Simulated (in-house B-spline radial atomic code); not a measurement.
BSE on G0W0@HF excitations of Sc³⁺

Method: BSE on G0W0@HF. Computed with an all-electron radial atomic-structure program (B-spline basis): linear response of the closed shell [Ne] 3s2 3p6 with a statically screened interaction on G0W0 levels; scalar-relativistic (spin-free one-electron X2C), finite nucleus, no spin-orbit coupling, no double excitations, S, P, D and F terms only. Only terms of natural parity with L up to 3 were computed.

Command:
```bash
python run_td.py task.json out
```
Settings (radii: box in bohr, nucleus in fm):
```
Z                        21
electrons                18
configuration            [Ne] 3s2 3p6
hamiltonian              x2c
method                   bse
box_radius               23.08
rms_radius               3.5459
intervals                73
```

Run time, properties included: 6.8 s on 1 thread of Arm Neoverse N1, with other jobs on the host.

The lowest states, in the order of their Tamm-Dancoff energies; the method's threshold (minus the highest G0W0 level) is 74.08 eV. Labels give the largest channel, * marks a mixed state, and oscillator strengths are full-response dipole values. Energies in eV:

```
     state  full response  Tamm-Dancoff  oscillator strength
3p → 3d 3P              ?             ?                    -
3p → 3d 3F          31.16         31.36                    -
3p → 3d 1F              ?             ?                    -
3p → 4s 3P          41.91         41.92                    -
```

Where does 3p → 3d 3P lie?

At 30.28 eV in full response, 30.36 eV in Tamm-Dancoff.

Where does 3p → 3d 1F lie?

At 34.06 eV in full response, 34.08 eV in Tamm-Dancoff.

How large is the singlet-triplet splitting of 3p → 3d (F terms) in Tamm-Dancoff?

2.72 eV, from the unrounded values.

What polarisabilities and dispersion coefficient does the method give?

Dipole 2.103 bohr³, quadrupole 3.397 bohr⁵, C6 5.516 hartree·bohr⁶ for two such species.
